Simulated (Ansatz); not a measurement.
`C[N](C)[Cd][F]` + CH₃OH → `C[O][Cd][F]` + `CNC`  (ligand exchange at a Cd–N bond)

Isolated molecules relaxed with PBE0-D4/def2-TZVP in Ansatz; ΔE leaves out vibrations. CCSD(T)/CBS is the MP2 limit (def2-TZVPP, def2-QZVPP) plus CCSD(T) − MP2 in def2-TZVPP, frozen cores. This one scheme is used for every species. DFT in def2-TZVPP. def2 core potentials past Kr. For Cd outer-core shells are correlated without core-valence functions, which leaves a few kJ/mol of doubt a bond. Each species was taken in one conformer, which may not be the lowest.

```csv
level,ΔE (kcal/mol)
BLYP-D4,-3.8
CCSD/def2-SVP,-3.8
```

What does CCSD(T)/CBS give? (Estimate.)

The calculation gave: -3.2 kcal/mol. The listed levels differ from it by -0.6, -0.6 kcal/mol.

What do rigid-rotor, harmonic-oscillator terms from PBE0-D4/def2-TZVP frequencies (298.15 K, 1 bar) make of the CCSD(T)/CBS value? (Best estimate.)

Computed: ΔZPE = +0.6 kcal/mol, ΔH = -2.8 kcal/mol, ΔS = 3 J/(mol·K), ΔG = -3.1 kcal/mol.

Largest T1 diagnostic among the species: 0.018.

The D4 term adds +1.1 kcal/mol with B3LYP and +0.6 kcal/mol with PBE0; it sums over pairs of atoms, weighted by their polarisabilities, and B3LYP, whose exchange is more repulsive, gets the larger term. In def2-TZVPP, CCSD(T) changes the Hartree–Fock value by +4.7 kcal/mol (the triples alone add +0.6 kcal/mol) and MP2 by +6.3 kcal/mol.

CCSD(T)/CBS has its own doubt, a few kJ/mol and more with outer-core shells, so smaller differences from it don't rank the levels.

B3LYP here is the variant with VWN-RPA as its local correlation; programs differ in this.
